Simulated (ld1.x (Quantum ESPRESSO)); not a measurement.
## niobium (Nb), TM: configuration errors across variants

- Element: Nb (Z = 41)
- Generator: ld1.x (Quantum ESPRESSO) 7.5
- Type: norm-conserving Troullier–Martins (Kleinman–Bylander form)
- Functional: PBEsol
- Relativity: scalar-relativistic
- Frozen core: [Ar] 3d10
- Valence charge: 13
- Reference configuration: 4s2 4p6 4d4 5s0.5 5p0 (charge +0.5)
- Partial waves: 4p (bound): rc 1.60 bohr; 4d (bound): rc 2.75 bohr; 4f channel at 0.2 Ry: rc 2.35 bohr; 4s (bound): rc 2.00 bohr
- Local potential: the s channel
- Core correction: none

Occupied shells without a wave of their own: 5s. They enter only through the test configuration that unscreens the potential.

All-electron excitation energies from the reference (eV): (1) 4s2 4p6 4d4 5s1 5p0 -2.653; (2) 4s2 4p6 4d4 5s0 5p0 3.999; (3) 4s2 4p6 4d3 5s0 5p0 18.027; (4) 4s2 4p6 4d1 5s0 5p0 79.592; (5) 4s2 4p6 4d4 5s0 5p1 0.341; (6) 4s2 4p6 4d2 5s0 5p0 42.724; (7) 4s2 4p6 4d3 5s1 5p1 0.158.

For the base: The 5s level has no wave, so the channel is fitted at the deeper level alone: the likely source of the large errors.

On the changes marked as counting shells twice: ld1.x takes every shell without a wave as core, so the model core holds the marked electrons as well and exchange and correlation see them twice. This cancels in the reference configuration, but the file is broken for other ones, and its errors say nothing about a proper core correction.

3 further variants failed, have other tests or another functional or relativity, and are left out.

The file “base” misses its own reference levels by 1.5 eV. The file “wave 4d (bound): rc 2.75 bohr becomes 4d (bound): rc 2.30 bohr” misses its own reference levels by 1.5 eV. The file “wave 4s (bound): rc 2.00 bohr becomes 4s (bound): rc 2.18 bohr” misses its own reference levels by 2.4 eV. The file “wave 4f channel at 0.2 Ry: rc 2.35 bohr becomes 4f channel at 0.2 Ry: rc 2.56 bohr” misses its own reference levels by 1.5 eV. The file “wave 4p (bound): rc 1.60 bohr becomes 4p (bound): rc 1.16 bohr” misses its own reference levels by 1.5 eV. The file “core correction a·sin(br)/r model core inside 0.92 bohr (5s counted twice)” misses its own reference levels by 1.5 eV. The file “wave 4f channel at 0.2 Ry: rc 2.35 bohr becomes 4f channel at -0.01 Ry: rc 2.35 bohr” misses its own reference levels by 1.5 eV.

Errors AE − PS in meV (a dash: test not solved or not reliable):

| change | (1) | (2) | (3) | (4) | (5) | (6) | (7) | bound ghosts |
| --- | --- | --- | --- | --- | --- | --- | --- | --- |
| base | +683 | -881 | -1218 | -1788 | -522 | -1532 | +1173 | none |
| wave 4d (bound): rc 2.75 bohr becomes 4d (bound): rc 2.30 bohr | +683 | -881 | -1205 | -1849 | -521 | -1505 | +1170 | none |
| wave 4s (bound): rc 2.00 bohr becomes 4s (bound): rc 2.18 bohr | +1058 | -1341 | -1798 | -2642 | -793 | -2201 | +1744 | none |
| wave 4f channel at 0.2 Ry: rc 2.35 bohr becomes 4f channel at 0.2 Ry: rc 2.56 bohr | +683 | -881 | -1218 | -1788 | -522 | -1532 | +1173 | none |
| wave 4p (bound): rc 1.60 bohr becomes 4p (bound): rc 1.16 bohr | +683 | -881 | -1218 | -1789 | -535 | -1532 | +1158 | none |
| core correction a·sin(br)/r model core inside 0.92 bohr (5s counted twice) | +664 | -904 | -1325 | -2105 | -557 | -1747 | +1120 | none |
| wave 4f channel at 0.2 Ry: rc 2.35 bohr becomes 4f channel at -0.01 Ry: rc 2.35 bohr | +683 | -881 | -1218 | -1788 | -522 | -1532 | +1173 | none |

Task: Give the same row for: all radii scaled by about 0.86 (s 1.72, p 1.38, d 2.36, f 2.02 bohr).

Result: +290, -379, -544, -849, -217, -708, +517; bound ghosts: none.
